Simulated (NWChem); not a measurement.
System: C$_{3}$H$_{10}$N cation; SMILES C[NH+](C)C

The following NWChem deck was run.

```
start job
memory heap 200 mb stack 900 mb global 1100 mb
charge 1
geometry units angstroms noautosym nocenter noautoz
  C     -0.888555     1.134676    -0.109349
  N      0.000000     0.000000     0.334223
  C      1.426936     0.202173    -0.109349
  C     -0.538381    -1.336849    -0.109349
  H     -0.484685     2.071075     0.278131
  H     -0.903326     1.153076    -1.200303
  H     -1.894341     0.967431     0.278676
  H      0.000000     0.000000     1.360441
  H      1.784990     1.156832     0.278676
  H      1.450256     0.205765    -1.200303
  H      2.035946    -0.615788     0.278131
  H      0.109351    -2.124263     0.278676
  H     -1.551261    -1.455287     0.278131
  H     -0.546930    -1.358841    -1.200303
end
basis spherical
  C library def2-svp
  N library def2-svp
  H library def2-svp
end
dft
  xc m05-2x
  iterations 150
end
cosmo
  dielec 37.5
end
task dft energy
```

Output (shortened):

```
             Northwest Computational Chemistry Package (NWChem) 7.3.0
             --------------------------------------------------------

                             Geometry "geometry" -> ""
                             -------------------------

 Output coordinates in angstroms (scale by  1.889725989 to convert to a.u.)

  No.       Tag          Charge          X              Y              Z
 ---- ---------------- ---------- -------------- -------------- --------------
    1 C                    6.0000    -0.88855500     1.13467600    -0.10934900
    2 N                    7.0000     0.00000000     0.00000000     0.33422300
    3 C                    6.0000     1.42693600     0.20217300    -0.10934900
    4 C                    6.0000    -0.53838100    -1.33684900    -0.10934900
    5 H                    1.0000    -0.48468500     2.07107500     0.27813100
    6 H                    1.0000    -0.90332600     1.15307600    -1.20030300
    7 H                    1.0000    -1.89434100     0.96743100     0.27867600
    8 H                    1.0000     0.00000000     0.00000000     1.36044100
    9 H                    1.0000     1.78499000     1.15683200     0.27867600
   10 H                    1.0000     1.45025600     0.20576500    -1.20030300
   11 H                    1.0000     2.03594600    -0.61578800     0.27813100
   12 H                    1.0000     0.10935100    -2.12426300     0.27867600
   13 H                    1.0000    -1.55126100    -1.45528700     0.27813100
   14 H                    1.0000    -0.54693000    -1.35884100    -1.20030300

 Effective nuclear repulsion energy (a.u.)     145.7009503393

                                 NWChem DFT Module
                                 -----------------

 Summary of "ao basis" -> "ao basis" (spherical)
 ------------------------------------------------------------------------------
       Tag                 Description            Shells   Functions and Types
 ---------------- ------------------------------  ------  ---------------------
 C                          def2-svp                 6       14   3s2p1d
 N                          def2-svp                 6       14   3s2p1d
 H                          def2-svp                 3        5   2s1p

 in cosmo_initialize ...

 solvent parameters
 solvname_short: unkn
 solvname_long:  unknown
 dielec:       37.5000

          ---------------
          -cosmo- solvent
          ---------------
 Cosmo: York-Karplus, doi: 10.1021/jp992097l
 dielectric constant -eps-     =  37.50
 screen = (eps-1)/(eps    )    =   0.97333
 surface charge correction     = lagrangian

   van der Waals surface
 --------------------------

[...]

                                   COSMO solvation results
                                   -----------------------

                 gas phase energy =      -174.672322918796
                 sol phase energy =      -174.768243986240
 (electrostatic) solvation energy =         0.095921067444 (   60.19 kcal/mol)

                       DFT Final Molecular Orbital Analysis
                       ------------------------------------

 Vector   15  Occ=2.000000D+00  E=-4.804754D-01
              MO Center=  1.8D-01, -3.4D-02,  7.3D-02, r^2= 3.9D+00
   Bfn.  Coefficient  Atom+Function         Bfn.  Coefficient  Atom+Function
  ----- ------------  ---------------      ----- ------------  ---------------
    33      0.310443   3 C  py               46      0.264589   4 C  px
    77      0.220479   9 H  s                 4     -0.215529   1 C  px
    87     -0.216558  11 H  s                97     -0.210470  13 H  s
    67      0.183736   7 H  s                57     -0.162271   5 H  s
    92      0.163022  12 H  s                 5     -0.132132   1 C  py

 Vector   16  Occ=2.000000D+00  E=-4.798798D-01
              MO Center= -2.6D-01,  1.9D-01,  4.9D-02, r^2= 3.4D+00
   Bfn.  Coefficient  Atom+Function         Bfn.  Coefficient  Atom+Function
  ----- ------------  ---------------      ----- ------------  ---------------
    18      0.229774   2 N  px               32      0.230050   3 C  px
     4      0.224688   1 C  px               67     -0.215387   7 H  s
    97     -0.196598  13 H  s                46      0.181943   4 C  px
    57      0.180262   5 H  s                77      0.169109   9 H  s
    47      0.158577   4 C  py               19      0.146944   2 N  py

 Vector   17  Occ=2.000000D+00  E=-4.797955D-01
              MO Center=  1.2D-03, -1.8D-01,  5.0D-02, r^2= 3.5D+00
   Bfn.  Coefficient  Atom+Function         Bfn.  Coefficient  Atom+Function
  ----- ------------  ---------------      ----- ------------  ---------------
    92     -0.242569  12 H  s                 5      0.240115   1 C  py
    19      0.228523   2 N  py               47      0.226229   4 C  py
    87     -0.193803  11 H  s                57      0.171570   5 H  s
    33      0.166044   3 C  py               46     -0.153782   4 C  px
    18     -0.149156   2 N  px               32     -0.137717   3 C  px

 Vector   18  Occ=0.000000D+00  E= 7.397047D-02
              MO Center=  9.3D-03,  1.4D-03,  4.4D-01, r^2= 5.7D+00
   Bfn.  Coefficient  Atom+Function         Bfn.  Coefficient  Atom+Function
  ----- ------------  ---------------      ----- ------------  ---------------
    17      0.940755   2 N  s                31      0.783624   3 C  s
     3      0.779116   1 C  s                45      0.779038   4 C  s
    73     -0.718251   8 H  s                58     -0.434259   5 H  s
    78     -0.435094   9 H  s                88     -0.433820  11 H  s
    93     -0.434646  12 H  s                68     -0.429081   7 H  s

 Vector   19  Occ=0.000000D+00  E= 1.307933D-01
              MO Center= -3.5D-03, -4.5D-04, -6.5D-01, r^2= 5.7D+00
   Bfn.  Coefficient  Atom+Function         Bfn.  Coefficient  Atom+Function
  ----- ------------  ---------------      ----- ------------  ---------------
    63      0.962889   6 H  s                73     -0.967218   8 H  s
   103      0.962436  14 H  s                83      0.953901  10 H  s
    17      0.677678   2 N  s                 3     -0.666658   1 C  s
    45     -0.666348   4 C  s                31     -0.652780   3 C  s
     9      0.444731   1 C  pz               51      0.444250   4 C  pz

 Vector   20  Occ=0.000000D+00  E= 1.386812D-01
              MO Center= -1.5D-02, -2.1D-03,  1.3D-01, r^2= 6.5D+00
   Bfn.  Coefficient  Atom+Function         Bfn.  Coefficient  Atom+Function
  ----- ------------  ---------------      ----- ------------  ---------------
    17      1.854342   2 N  s                 3     -1.225547   1 C  s
    45     -1.228384   4 C  s                31     -1.220286   3 C  s
    68      0.601985   7 H  s                98      0.603911  13 H  s
    78      0.586703   9 H  s                88      0.584480  11 H  s
    58      0.579045   5 H  s                93      0.579277  12 H  s

     Multipole analysis of the density
     ---------------------------------

     L   x y z        total         alpha         beta         nuclear
     -   - - -        -----         -----         ----         -------
     0   0 0 0      1.000000    -17.000000    -17.000000     35.000000

     1   1 0 0     -0.002706     -0.001353     -0.001353     -0.000000
     1   0 1 0     -0.002572     -0.001286     -0.001286      0.000000
     1   0 0 1      0.479281      0.427449      0.427449     -0.375617

     2   2 0 0    -14.766454    -70.742187    -70.742187    126.717919
     2   1 1 0     -0.006916     -0.003455     -0.003455     -0.000006
     2   1 0 1     -0.012932     -0.006466     -0.006466     -0.000000
     2   0 2 0    -14.762033    -70.739961    -70.739961    126.717889
     2   0 1 1      0.000292      0.000146      0.000146     -0.000000
     2   0 0 2    -16.033287    -21.649535    -21.649535     27.265783
```

Level: M05-2X/def2-SVP, COSMO on the gas-phase geometry. All runs use the structure optimised with B3LYP/6-31G* (spherical d). COSMO prints the solvation energy as gas minus solution, so a positive value is a stabilisation.
